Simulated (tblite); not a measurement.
Question: Write Cartesian coordinates for `[C-]#[N+]C1=CC=C[SiH2]1` as optimised with GFN2-xTB.

Answer: 
```xyz
12
C5H5NSi angstrom
C      3.4707    0.1338   -0.1208
N      2.3006    0.1742   -0.0872
C      0.9622    0.1392   -0.0428
C      0.1768    1.2344   -0.0961
C     -1.2472    0.9798   -0.0327
C     -1.6290   -0.3024    0.0702
Si    -0.1189   -1.4276    0.1033
H      0.5563    2.2426   -0.1796
H     -1.9334    1.8140   -0.0705
H     -2.6659   -0.5882    0.1234
H      0.1027   -2.1120    1.3744
H      0.0263   -2.2885   -1.0676
```

Orientation and origin are arbitrary. Atoms count from 1 in this order. The 2 C–Si bonds span 1.884 Å (C6–Si7, drawn single) to 1.909 Å (C3–Si7, drawn single), a spread of 0.025 Å. Si7 (SiH2 silicon) has angles from 87.8° to 114.7°. The 2 C–N bonds span 1.171 Å (C1≡N2, drawn triple) to 1.340 Å (N2–C3, drawn single), a spread of 0.169 Å. The 5-membered ring C3–C4–C5–C6–Si7 has internal angles of 87.8° to 116.8°; it is planar, 0.00 Å rms from its mean plane, widest ring torsion 0°.

Bonds between heavy atoms (Å): C1≡N2 1.171, N2–C3 1.340, C3=C4 1.349, C4–C5 1.448, C5=C6 1.342, C6–Si7 1.884, C3–Si7 1.909.

The geometry is computed with GFN2-xTB (gas phase).

Point group: Cs (tolerance 0.08 Å). Its GFN2-xTB frequencies are all real (lowest 134 cm⁻¹).

Hardware: Intel Xeon 6975P-C, one thread (shared host). Cost: under 0.1 s. That covers the optimisation of the geometry.
